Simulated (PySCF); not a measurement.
Ligand exchange on a metal centre used in film growth or etching (Sc Cl-NH2). All species are isolated molecules in the gas phase. One relaxed conformer stands for each flexible species; it need not be the lowest.

The LUMO from two functionals at the same geometries (BP86-D3(BJ)/def2-SVP), both in PySCF: PBE-D3(BJ)/def2-TZVP and B3LYP-D3(BJ)/def2-TZVP. B3LYP has the VWN-RPA correlation part, as in Gaussian. 

```json
[
 {"species": "0 of 3 Cl replaced by NH2", "PBE-D3(BJ)/def2-TZVP (eV)": "-4.19", "B3LYP-D3(BJ)/def2-TZVP (eV)": "-3.64"},
 {"species": "1 of 3 Cl replaced by NH2 ([Sc(Cl)2(NH2)])", "PBE-D3(BJ)/def2-TZVP (eV)": "-3.33", "B3LYP-D3(BJ)/def2-TZVP (eV)": "-2.78"},
 {"species": "2 of 3 Cl replaced by NH2", "PBE-D3(BJ)/def2-TZVP (eV)": "-2.53", "B3LYP-D3(BJ)/def2-TZVP (eV)": "-2.00"},
 {"species": "3 of 3 Cl replaced by NH2 ([Sc(NH2)3])", "PBE-D3(BJ)/def2-TZVP (eV)": "-1.80", "B3LYP-D3(BJ)/def2-TZVP (eV)": "-1.32"}
]
```

Over these rows, drawn at random from the members with no instability flagged (it was tested for open shells, ions and some series alone), PBE minus B3LYP-D3(BJ): mean -0.53 eV, from -0.55 eV to -0.48 eV.
